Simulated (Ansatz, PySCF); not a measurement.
Reaction (SMILES): FC(F)(F)C(F)(F)F + 6 C (CH4) -> CC (C2H6) [ethane] + 6 CF (CH3F) [fluoromethane]
Geometries: B3LYP-D3(BJ)/def2-TZVP minima from Ansatz (a program for electronic structure), one conformer each, not searched for the lowest. Frequencies are from Ansatz or PySCF.

Quantity: bond separation energy (enthalpy at 298 K, with B3LYP-D3(BJ) rigid-rotor harmonic-oscillator terms), in eV. Correlated levels leave the core frozen unless marked. No spin-orbit coupling. Non-relativistic. Basis-set limits of correlation are two-point, X^-3; Hartree-Fock from the larger set. [CCSD(T)-MP2]/basis is that difference in the basis named.

Level to compare with: RI-MP2/CBS(cc-pVTZ,cc-pVQZ)+[CCSD(T)-MP2]/cc-pVTZ (Ansatz), 2.98 eV. It is a level with limits of its own, and the differences hold the functionals' basis error too.

Rank these functionals by how close they come to RI-MP2/CBS(cc-pVTZ,cc-pVQZ)+[CCSD(T)-MP2]/cc-pVTZ, closest first: r2SCAN/def2-TZVPD (Ansatz); r2SCAN0/def2-TZVPD (Ansatz); wB97M-V/def2-TZVPD (Ansatz).

wB97M-V/def2-TZVPD (range-separated hybrid meta-GGA with VV10, 3.04 eV, difference 0.06), r2SCAN0/def2-TZVPD (hybrid meta-GGA, 3.26 eV, difference 0.28), r2SCAN/def2-TZVPD (meta-GGA, 3.32 eV, difference 0.34)
